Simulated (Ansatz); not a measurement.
`Cl[C@H](Br)[C@H](Cl)Br` from Hartree–Fock to CCSD(T)

Cartesian coordinates in Å:
```
Cl 1.639 -1.418 0.201
C 0.389 -0.403 -0.516
Br 1.201 0.839 -1.761
C -0.375 0.349 0.564
Cl -1.065 -0.776 1.733
Br -1.790 1.412 -0.224
H -0.277 -1.040 -1.094
H 0.278 1.036 1.097
```

Total charge 0; spin multiplicity 1. Correlated methods include outer-core shells of Br, which these sets cover unevenly. Scalar relativity is left out up to krypton. Geometry: relaxed with PBE0-D4/def2-TZVP. It is one conformer, not always the lowest. Frozen core, restricted reference, Ansatz.

| basis | HF (Eh) | MP2 corr. | CCSD corr. | (T) | CCSD(T) total |
| --- | --- | --- | --- | --- | --- |
| def2-SVP | -6139.71925 | ? | -1.04848 | -0.02954 | ? |
| def2-TZVPP | ? | ? | -1.31574 | ? | ? |
| def2-QZVPP | -6140.88684 | -1.97346 | – | – | – |

Problem. Fill in the withheld values. (An estimate is asked.)

Solution. The calculation gave: def2-SVP MP2 corr.: -1.01485; def2-SVP CCSD(T) total: -6140.79727; def2-TZVPP HF (Eh): -6140.75957; def2-TZVPP MP2 corr.: -1.27608; def2-TZVPP (T): -0.05696; def2-TZVPP CCSD(T) total: -6142.13227.
